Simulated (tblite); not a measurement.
Compound: C5H9ClSeSi.
SMILES with atom numbers: `[CH2:1]=[C:2]([Cl:3])[Se:4][SiH2:5][CH:6]1[CH2:7][CH2:8]1` (hydrogens: H9, H10 on C1; H11, H12 on Si5; H13 on C6; H14, H15 on C7; H16, H17 on C8)

Computed with GFN2-xTB (tblite), gas phase: L-BFGS steps from a force-field or distance-geometry start until the largest atomic force falls under 0.01 eV/Å.

At the end of the run (lengths in Å): C8–H16 1.080, C7–C8 1.489, Se4–Si5 2.311, C1–H9 1.077, C7–H15 1.083, C2–Se4 1.903, C6–C7 1.503, C2–Se4–Si5 99.0°, Si5–C6–C7 120.3°, Se4–Si5–C6 104.9°, Cl3–C2–Se4 116.0°, C1–C2–Se4–Si5 -159°, C2–Se4–Si5–C6 169°, Se4–Si5–C6–C7 29°, H11–Si5–C6–C7 145°, H13–C6–Si5–Se4 174°.

Task: These geometries were met on the way; a selection of coordinates is given. Order them by energy above the end point, lowest first.
A. C8–H16 1.080, C7–C8 1.490, Se4–Si5 2.305, C1–H9 1.076, C7–H15 1.082, C2–Se4 1.906, C6–C7 1.508, C2–Se4–Si5 102.3°, Si5–C6–C7 118.9°, Se4–Si5–C6 103.1°, Cl3–C2–Se4 116.8°, C1–C2–Se4–Si5 -149°, C2–Se4–Si5–C6 176°, Se4–Si5–C6–C7 60°, H11–Si5–C6–C7 177°, H13–C6–Si5–Se4 -157°
B. C8–H16 1.086, C7–C8 1.493, Se4–Si5 2.324, C1–H9 1.078, C7–H15 1.082, C2–Se4 1.914, C6–C7 1.508, C2–Se4–Si5 109.2°, Si5–C6–C7 113.5°, Se4–Si5–C6 105.6°, Cl3–C2–Se4 117.9°, C1–C2–Se4–Si5 -146°, C2–Se4–Si5–C6 172°, Se4–Si5–C6–C7 63°, H11–Si5–C6–C7 -175°, H13–C6–Si5–Se4 -161°
C. C8–H16 1.129, C7–C8 1.529, Se4–Si5 2.277, C1–H9 1.106, C7–H15 1.111, C2–Se4 1.915, C6–C7 1.525, C2–Se4–Si5 112.2°, Si5–C6–C7 110.5°, Se4–Si5–C6 110.4°, Cl3–C2–Se4 120.2°, C1–C2–Se4–Si5 -144°, C2–Se4–Si5–C6 174°, Se4–Si5–C6–C7 61°, H11–Si5–C6–C7 -173°, H13–C6–Si5–Se4 -153°
D. C8–H16 1.065, C7–C8 1.489, Se4–Si5 2.321, C1–H9 1.065, C7–H15 1.083, C2–Se4 1.929, C6–C7 1.507, C2–Se4–Si5 110.8°, Si5–C6–C7 111.5°, Se4–Si5–C6 107.8°, Cl3–C2–Se4 119.6°, C1–C2–Se4–Si5 -145°, C2–Se4–Si5–C6 173°, Se4–Si5–C6–C7 62°, H11–Si5–C6–C7 -175°, H13–C6–Si5–Se4 -155°
E. C8–H16 1.077, C7–C8 1.486, Se4–Si5 2.319, C1–H9 1.081, C7–H15 1.078, C2–Se4 1.905, C6–C7 1.505, C2–Se4–Si5 106.0°, Si5–C6–C7 117.7°, Se4–Si5–C6 104.5°, Cl3–C2–Se4 116.3°, C1–C2–Se4–Si5 -147°, C2–Se4–Si5–C6 175°, Se4–Si5–C6–C7 60°, H11–Si5–C6–C7 180°, H13–C6–Si5–Se4 -159°

Result: A (0.054 eV), E (0.090 eV), B (0.157 eV), D (0.262 eV), C (0.487 eV).

| step | E above end (eV) | rms distance from the end, all atoms (Å) | largest force (eV/Å) | rms shift of all bonds from the end (Å) |
| --- | --- | --- | --- | --- |
| 18 | 0.054 | 0.421 | 0.161 | 0.003 |
| 14 | 0.090 | 0.436 | 0.462 | 0.004 |
| 7 | 0.157 | 0.467 | 0.263 | 0.006 |
| 2 | 0.262 | 0.478 | 0.654 | 0.011 |
| 0 | 0.487 | 0.483 | 1.727 | 0.023 |

Rows stand in the order of the answer.
